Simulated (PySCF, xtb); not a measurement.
C₃H₆BNO₂, SMILES N(/C)=C1/COB1O.

GFN2-xTB (xtb) at its own geometry gives an orbital gap of 2.93 eV and a dipole moment of 1.75 D.

The structure is a stationary point at PBE-D3(BJ)/def2-SVP. The structure was generated by enumeration; whether it is a known compound was not checked. Other conformers were not sampled.

Problem. What does B3LYP/def2-TZVP run with PySCF give? (Estimate from the structure and the level; the computed values follow.)

Solution. gap 5.42 eV (levels -6.89 and -1.47 eV), dipole 2.01 D.
